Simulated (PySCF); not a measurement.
PySCF input file for pent-4-yn-2-one (C5H6O), SMILES C#CCC(=O)C, TDA-PBE/def2-SVPD. The structure is a stationary point at r2SCAN-D4/def2-SVP. One conformer was computed; it need not be the lowest.

```python
import numpy as np
from pyscf import gto, scf, dft, tdscf

mol = gto.M(
    atom='''
    C     2.18426157    1.06639025    0.97853753
    C     1.48819278    0.24676665    0.41241270
    C     0.64096368   -0.71712726   -0.26741995
    C    -0.85372622   -0.35833632   -0.41905073
    C    -1.41885894    0.67993964    0.51016594
    O    -1.51300962   -0.93910945   -1.24937152
    H     2.80552492    1.78697021    1.47737297
    H     1.01737227   -0.94428136   -1.27903899
    H     0.65644841   -1.68162269    0.27634804
    H    -2.50625147    0.74401825    0.37930159
    H    -1.16178301    0.44624802    1.55611518
    H    -0.95223145    1.65574520    0.29700023
    ''',
    basis='def2-SVPD',
    charge=0,
    spin=0,
    max_memory=1600,
    verbose=4,
)
mf = dft.RKS(mol, xc='pbe').density_fit(auxbasis='def2-universal-jkfit')
mf.grids.level = 3
mf.conv_tol = 1e-9
mf.max_cycle = 100
mf.kernel()
mf.grids = dft.Grids(mol).set(level=1).build(with_non0tab=True)  # coarser grid for the response kernel
td = tdscf.TDA(mf)
td.singlet = True
td.nstates = 10
td.conv_tol = 1e-4
td.positive_eig_threshold = 1e-6
td.kernel(x0=td.get_init_guess(mf, 15))
td.analyze()
tt = tdscf.TDA(mf)
tt.singlet = False
tt.nstates = 4
tt.conv_tol = 1e-4
tt.positive_eig_threshold = 1e-6
tt.kernel(x0=tt.get_init_guess(mf, 9))
tt.analyze(verbose=3)
```

Program output:

```
PySCF version 2.14.0

[INPUT] verbose = 4
[INPUT] num. atoms = 12
[INPUT] num. electrons = 44
[INPUT] charge = 0
[INPUT] spin (= nelec alpha-beta = 2S) = 0
[INPUT] symmetry False subgroup None
[INPUT] Mole.unit = angstrom
[INPUT] Symbol           X                Y                Z      unit          X                Y                Z       unit  Magmom
[INPUT]  1 C      2.184261570000   1.066390250000   0.978537530000 AA    4.127656151712   2.015185514406   1.849167934308 Bohr   0.0
[INPUT]  2 C      1.488192780000   0.246766650000   0.412412700000 AA    2.812276774755   0.466321385176   0.779347053292 Bohr   0.0
[INPUT]  3 C      0.640963680000  -0.717127260000  -0.267419950000 AA    1.211245810993  -1.355174117860  -0.505350465745 Bohr   0.0
[INPUT]  4 C     -0.853726220000  -0.358336320000  -0.419050730000 AA   -1.613308741160  -0.677157505285  -0.791891111999 Bohr   0.0
[INPUT]  5 C     -1.418858940000   0.679939640000   0.510165940000 AA   -2.681254805991   1.284899700835   0.964073904681 Bohr   0.0
[INPUT]  6 O     -1.513009620000  -0.939109450000  -1.249371520000 AA   -2.859173805632  -1.774659661491  -2.360970000632 Bohr   0.0
[INPUT]  7 H      2.805524920000   1.786970210000   1.477372970000 AA    5.301673734442   3.376884289657   2.791830297135 Bohr   0.0
[INPUT]  8 H      1.017372270000  -0.944281360000  -1.279038990000 AA    1.922554957027  -1.784433154932  -2.417033393740 Bohr   0.0
[INPUT]  9 H      0.656448410000  -1.681622690000   0.276348040000 AA    1.240507709806  -3.177806328954   0.522222110660 Bohr   0.0
[INPUT] 10 H     -2.506251470000   0.744018250000   0.379301590000 AA   -4.736128877589   1.405990724178   0.716776123712 Bohr   0.0
[INPUT] 11 H     -1.161783010000   0.446248020000   1.556115180000 AA   -2.195451705073   0.843286541429   2.940631508478 Bohr   0.0
[INPUT] 12 H     -0.952231450000   1.655745200000   0.297000230000 AA   -1.799456647697   3.128904960063   0.561249093633 Bohr   0.0

nuclear repulsion = 202.242707217731
number of shells = 73
number of NR pGTOs = 243
number of NR cGTOs = 171
basis = def2-SVPD
ecp = {}


[settings echo left out]
init E= -269.212430554723
  HOMO = -0.315252498972147  LUMO = -0.116688626868808  gap/eV = 5.40320
cycle= 1 E= -268.604876997586  delta_E= 0.608  |g|= 0.879  |ddm|= 8.87
  HOMO = -0.0494285990471046  LUMO = 1.72719139137634e-05  gap/eV = 1.34549
cycle= 2 E= -267.614645989216  delta_E= 0.99  |g|= 2.27  |ddm|= 5.14
  HOMO = -0.204358650719587  LUMO = -0.0629063524718876  gap/eV = 3.84911
cycle= 3 E= -268.734755454718  delta_E= -1.12  |g|= 0.397  |ddm|= 4.14
  HOMO = -0.223153952404462  LUMO = -0.0746906785890844  gap/eV = 4.03989
cycle= 4 E= -268.771277344658  delta_E= -0.0365  |g|= 0.123  |ddm|= 0.778
  HOMO = -0.216770279571822  LUMO = -0.0711996415896055  gap/eV = 3.96118
cycle= 5 E= -268.770047343458  delta_E= 0.00123  |g|= 0.141  |ddm|= 0.272
  HOMO = -0.217898038918877  LUMO = -0.0729747888606749  gap/eV = 3.94356
cycle= 6 E= -268.775109483314  delta_E= -0.00506  |g|= 0.0168  |ddm|= 0.169
  HOMO = -0.216832335693146  LUMO = -0.0715008693766643  gap/eV = 3.95467
cycle= 7 E= -268.775177425519  delta_E= -6.79e-05  |g|= 0.00514  |ddm|= 0.0328
  HOMO = -0.217366194691256  LUMO = -0.0719839710615005  gap/eV = 3.95605
cycle= 8 E= -268.775184274719  delta_E= -6.85e-06  |g|= 0.000849  |ddm|= 0.00891
  HOMO = -0.21738299494355  LUMO = -0.0719822584589278  gap/eV = 3.95656
cycle= 9 E= -268.775184445907  delta_E= -1.71e-07  |g|= 0.00023  |ddm|= 0.00249
  HOMO = -0.21739035666139  LUMO = -0.0719847478108697  gap/eV = 3.95669
cycle= 10 E= -268.7751844571  delta_E= -1.12e-08  |g|= 8.49e-05  |ddm|= 0.00049
  HOMO = -0.217392768123131  LUMO = -0.0719854531454334  gap/eV = 3.95673
cycle= 11 E= -268.775184458714  delta_E= -1.61e-09  |g|= 3.64e-05  |ddm|= 0.000237
  HOMO = -0.217390905692825  LUMO = -0.0719844717346674  gap/eV = 3.95671
cycle= 12 E= -268.775184459035  delta_E= -3.21e-10  |g|= 3.52e-06  |ddm|= 8.06e-05
  HOMO = -0.217390429974648  LUMO = -0.0719842979675454  gap/eV = 3.95670
Extra cycle  E= -268.77518445903  delta_E= 4.89e-12  |g|= 6.01e-06  |ddm|= 1.79e-05
converged SCF energy = -268.77518445903
tot grids = 45912
Overwritten attributes  positive_eig_threshold  of <class 'pyscf.tdscf.rks.TDA'>


******** <class 'pyscf.tdscf.rks.TDA'> for <class 'pyscf.df.df_jk.DFRKS'> ********
nstates = 10 singlet
deg_eia_thresh = 1.000e-03
wfnsym = None
conv_tol = 0.0001
eigh lindep = 1e-12
eigh level_shift = 0
eigh max_cycle = 100


Excitation energies (eV)
[4.17041274 4.981693   5.33148782 5.62603191 5.7373645  5.88957009
 6.53974121 6.77024319 6.87504767 6.92394807]

** Singlet excitation energies and oscillator strengths **
Excited State   1:      4.17041 eV    297.29 nm  f=0.0003
      22 -> 23       -0.70547
Excited State   2:      4.98169 eV    248.88 nm  f=0.0056
      21 -> 23        0.70114
Excited State   3:      5.33149 eV    232.55 nm  f=0.0004
      20 -> 23        0.70343
Excited State   4:      5.62603 eV    220.38 nm  f=0.0097
      22 -> 24        0.41146
      22 -> 25       -0.56976
Excited State   5:      5.73736 eV    216.10 nm  f=0.0508
      21 -> 25        0.10244
      22 -> 24        0.53049
      22 -> 25        0.40768
      22 -> 26        0.15380
Excited State   6:      5.88957 eV    210.51 nm  f=0.0260
      22 -> 24       -0.12782
      22 -> 26        0.68763
Excited State   7:      6.53974 eV    189.59 nm  f=0.0005
      20 -> 25       -0.11296
      21 -> 24        0.67730
      21 -> 25        0.14948
Excited State   8:      6.77024 eV    183.13 nm  f=0.0117
      20 -> 24       -0.19630
      21 -> 25        0.40453
      21 -> 26        0.54012
Excited State   9:      6.87505 eV    180.34 nm  f=0.0109
      22 -> 27        0.67612
      22 -> 28        0.19046
Excited State  10:      6.92395 eV    179.07 nm  f=0.0068
      20 -> 24       -0.47272
      20 -> 25       -0.10934
      21 -> 25        0.30224
      21 -> 26       -0.40173

** Transition electric dipole moments (AU) **
state          X           Y           Z        Dip. S.      Osc.
  1         0.0297      0.0443      0.0235      0.0034      0.0003
  2        -0.2037      0.0582     -0.0353      0.0461      0.0056
  3         0.0047      0.0346     -0.0416      0.0030      0.0004
  4        -0.2446     -0.0177     -0.1005      0.0702      0.0097
  5        -0.4607     -0.2856     -0.2606      0.3617      0.0508
  6         0.4206     -0.0348     -0.0445      0.1801      0.0260
  7        -0.0183     -0.0020     -0.0517      0.0030      0.0005
  8         0.0585     -0.0183      0.2587      0.0707      0.0117
  9        -0.2106      0.1363      0.0423      0.0647      0.0109
 10         0.0926      0.1765     -0.0163      0.0400      0.0068

** Transition velocity dipole moments (imaginary part, AU) **
state          X           Y           Z        Dip. S.      Osc.
  1         0.0006     -0.0014      0.0034      0.0000      0.0001
  2        -0.0076      0.0018      0.0095      0.0001      0.0005
  3         0.0025     -0.0123      0.0100      0.0003      0.0009
  4        -0.0281      0.0014     -0.0059      0.0008      0.0027
  5        -0.0325     -0.0286     -0.0233      0.0024      0.0077
  6         0.0602     -0.0190     -0.0212      0.0044      0.0136
  7        -0.0053     -0.0015     -0.0020      0.0000      0.0001
  8         0.0008     -0.0160      0.0477      0.0025      0.0068
  9        -0.0609      0.0411      0.0097      0.0055      0.0145
 10         0.0024      0.0292     -0.0113      0.0010      0.0026

** Transition magnetic dipole moments (imaginary part, AU) **
state          X           Y           Z
  1        -0.5939     -0.4157     -0.6955
  2         0.0037      0.0138      0.1798
  3         0.2282      0.1626      0.2467
  4         0.0656      0.0942      0.2766
  5        -0.0339      0.0519     -0.1966
  6         0.1937      0.4771     -0.6043
  7        -0.1699     -0.0115     -0.0744
  8        -0.3837      0.4780     -0.0050
  9         0.0199     -0.0568     -0.0293
 10         0.1782     -0.2152     -0.1086


******** <class 'pyscf.tdscf.rks.TDA'> for <class 'pyscf.df.df_jk.DFRKS'> ********
nstates = 4 triplet
deg_eia_thresh = 1.000e-03
wfnsym = None
conv_tol = 0.0001
eigh lindep = 1e-12
eigh level_shift = 0
eigh max_cycle = 100


Excitation energies (eV)
[3.64719633 4.85056843 5.07721182 5.21406566]

** Triplet excitation energies and oscillator strengths **
Excited State   1:      3.64720 eV    339.94 nm  f=0.0000
Excited State   2:      4.85057 eV    255.61 nm  f=0.0000
Excited State   3:      5.07721 eV    244.20 nm  f=0.0000
Excited State   4:      5.21407 eV    237.79 nm  f=0.0000
```

The run converged.
